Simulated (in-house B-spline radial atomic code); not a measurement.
## Binding energies in Cr II (Cr+)

NIST's tabulated ground configuration is [Ar] 3d5; each binding energy is the energy of the ion with one electron taken from that subshell, relaxed, less that of the parent. Computed with an all-electron radial atomic-structure program (B-spline basis): Dirac-Kohn-Sham PBE, spherical fractional occupations, Fermi nucleus of rms radius 3.6452 fm. Energies include first-order Breit, QED and recoil terms.

```csv
subshell,X-ray name,binding energy (eV),-ε (eV),relaxation (eV)
1s,K,6020.6,5886.9,-141.3
2s,L1,694.5,673.8,-21.4
2p1/2,L2,598.4,573.1,-25.9
2p3/2,L3,589.6,564.5,-25.5
3s,M1,88.44,80.97,-7.55
3p1/2,M2,60.42,53.14,-7.34
3p3/2,M3,59.41,52.13,-7.31
3d,"M4,5",16.06,9.87,-6.18
```

Relaxation = -ε minus the binding energy without Breit, QED and recoil terms. With a density functional, K lines can miss by some tenths of a per cent, more in light atoms. For a density functional the relaxation so defined is negative, because -ε of a Kohn-Sham level is smaller than the binding energy.

Emission lines follow as differences of binding energies, with λ = 12398.42 eV·Å / E:

```csv
line,holes,energy (eV),wavelength (Å)
K-L3,1s → 2p3/2,5431.0,2.2829
K-L2,1s → 2p1/2,5422.2,2.2866
K-M3,1s → 3p3/2,5961.2,2.0799
L1-M3,2s → 3p3/2,635.1,19.522
L3-M1,2p3/2 → 3s,501.2,24.739
```

What screening constant σ does Moseley's law, E = (3/4)·13.6057 eV·(Z - σ)², need for K-L3?

σ = 0.93.

What does it cost to remove both a 2p3/2 and a 3p3/2 electron?

668.6 eV, which is 19.55 eV more than the two single binding energies together.

What does it cost to remove both a 3p1/2 and a 3d electron?

92.175 eV, which is 15.69 eV more than the two single binding energies together.

What does it cost to remove both a 3p3/2 and a 3d electron?

91.125 eV, which is 15.66 eV more than the two single binding energies together.
